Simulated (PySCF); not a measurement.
FNa. Atoms are numbered in the order given.

```xyz
2

Na     0.0000     0.0000    -0.8710
F      0.0000     0.0000     1.0646
```
Charge 0, spin multiplicity 1.

Coordinates come from a B3LYP-D3(BJ)/def2-TZVPD optimisation.

Method: PySCF with PBE/pcSseg-2.

GIAO shieldings, no solvent; atoms alike by connectivity are averaged. δ = σ(ref) − σ: ¹⁹F against CFCl3 (σ = 132.0 ppm), references at their B3LYP-D3(BJ)/def2-TZVP geometries, non-relativistic.

Task: Estimate the chemical shifts. (Estimate from the structure and the level; the computed values follow.)

Result: 
```json
[
 {"nucleus": "¹⁹F", "atoms": "F2", "count": "1", "δ (ppm)": "-290.3"}
]
```
